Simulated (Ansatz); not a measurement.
Cartesian coordinates in Å:
```
F 0.4976 -0.8257 -1.4442
C 0.6610 -0.3407 -0.1947
F 1.7208 0.5104 -0.2244
C -0.5508 0.4425 0.2379
Br -2.0685 -0.7220 0.4857
H 0.9028 -1.1735 0.4720
H -0.3542 0.9310 1.1893
H -0.8087 1.1781 -0.5215
```

The species carries charge 0 and has multiplicity 1.

(1) List the PBE0/def2-TZVPP orbital energies in eV (Ansatz). (An estimate is asked.)

Answers

(1) The calculation gave: Occupied: -13150.43, -1705.32, -1535.89, -1535.79, -1535.79, -674.65, -674.60, -283.00, -280.31, -239.14, -179.59, -179.27, -179.26, -73.07, -72.98, -72.97, -72.72, -72.72, -35.49, -33.85, -23.64, -20.84, -18.46, -16.12, -15.86, -14.87, -13.10, -12.57, -12.19, -11.76, -11.24, -10.30, -8.48, -8.39. Lowest empty: -0.36, 1.60, 1.96, 2.49, 2.94, 3.38, 4.21, 4.68.
